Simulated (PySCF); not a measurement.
# Excitation energy of Cu²⁺ by level of theory

Cu²⁺ [Ar] 3d9 (2D) → Cu²⁺ [Ar] 3d8 4s1 (4F), as a difference of total energies. All numbers are calculated (PySCF 2.14, scalar relativity through the core potential, in aug-cc-pwCVDZ-PP with ECP10MDF (6s6p5d3f, 70 functions)). Correlated levels: valence and next inner shell: nothing frozen outside the core potential. The calculations carry no spin-orbit coupling.

```
                                method  excitation energy (eV)
                                   UHF                   5.803
    MP2 (valence and next inner shell)                   8.053
SCS-MP2 (valence and next inner shell)                   7.887
   CCSD (valence and next inner shell)                   7.314
CCSD(T) (valence and next inner shell)                   7.390
```

Problem. How much does correlation contribute at CCSD(T) (valence and next inner shell)?

Solution. 7.390 − (5.803) = 1.587 eV, measured against UHF.
